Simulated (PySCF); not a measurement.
Si(OSiH3)(Me)(Cl)2 (CH6Cl2OSi2), SMILES [SiH3]O[Si](Cl)(C)Cl.

Geometry optimised at B3LYP-D3(BJ)/def2-SVP. Other conformers were not sampled.

All values below come from PBE/def2-TZVP (PySCF).

The molecule is in vacuum.

| Property | Value |
|---|---|
| total energy | -1615.81534 hartree |
| highest occupied level | -7.51 eV |
| lowest empty level | -0.95 eV |
| orbital gap | 6.56 eV |
| dipole moment | 1.61 D |
| quadrupole, principal values (traceless, Buckingham form, about the centre of nuclear charge) | -4.30, -2.77, 7.07 D·Å |
| mean static polarisability | 89.1 bohr³ (13.20 Å³) |
| polarisability, principal values | 84.8, 90.0, 92.6 bohr³ |
